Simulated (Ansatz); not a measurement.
This geometry of C2H8Ge + H3Si (15 atoms, charge 0, multiplicity 2) is a first-order saddle point.

These are results of Ansatz 0.2.0, UKS PBE/def2-SVP, not measurements.

```xyz
15
Properties=species:S:1:pos:R:3
Ge 0.013 0.018 -0.067
H -0.043 -0.069 1.633
C 1.904 0.035 -0.637
H 2.424 -0.880 -0.293
H 1.971 0.082 -1.743
H 2.426 0.917 -0.216
C -0.924 1.656 -0.650
H -1.982 1.639 -0.320
H -0.435 2.553 -0.222
H -0.903 1.737 -1.756
H -0.707 -1.244 -0.643
Si -0.062 -0.100 3.609
H -0.831 -1.299 4.104
H 1.358 -0.168 4.111
H -0.713 1.163 4.113
```

Which two structures does it join? (They come from a converged band through this point; their orientation in space is the band's.)

Bonds broken: Ge1–H2. Bonds formed: H2–Si12. C2H8Ge + H3Si becomes C2H7Ge + H4Si.

Initial state:

```xyz
15
Properties=species:S:1:pos:R:3
Ge 0.008 0.007 -0.317
H -0.097 -0.166 1.234
C 1.908 0.053 -0.843
H 2.420 -0.879 -0.533
H 2.003 0.156 -1.942
H 2.420 0.910 -0.363
C -0.910 1.667 -0.853
H -1.975 1.639 -0.548
H -0.432 2.544 -0.374
H -0.864 1.797 -1.953
H -0.689 -1.214 -0.987
Si -0.068 -0.107 4.279
H -0.850 -1.327 4.688
H 1.355 -0.190 4.763
H -0.733 1.150 4.773
```

Final state:

```xyz
15
Properties=species:S:1:pos:R:3
Ge -0.041 -0.078 -0.609
H -0.071 -0.114 2.773
C 1.906 0.037 -0.968
H 2.395 -0.939 -0.782
H 2.072 0.321 -2.028
H 2.377 0.800 -0.319
C -0.924 1.658 -0.980
H -2.014 1.586 -0.802
H -0.508 2.453 -0.331
H -0.755 1.941 -2.040
H -0.675 -1.191 -1.516
Si -0.068 -0.109 4.279
H -0.834 -1.299 4.787
H 1.348 -0.176 4.780
H -0.714 1.152 4.781
```

How far does it lie above each of them?

0.6 kcal/mol above the first and 5.4 kcal/mol above the second. This is the barrier of this one path; another mechanism may lie lower.

Run time: 5.6 min on 4 threads of Arm Neoverse N1 (shared host), peak memory 0.23 GiB.
